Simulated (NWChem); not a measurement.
System: BH₂F; SMILES FB

All runs: NWChem. All runs use the structure optimised with B3LYP/6-31G* (spherical d). Vertical excitations in the gas phase; the lowest state need not have the same character in each row.

For level LRC-wPBEh/def2-SVPD, TDA:

```
Quantity          Result
----------------  ------
orbital gap (eV)   11.82
```

Task: Estimate the same quantities for level PBE0/def2-SVPD, TDA.

Result: 
- orbital gap (eV): 8.16
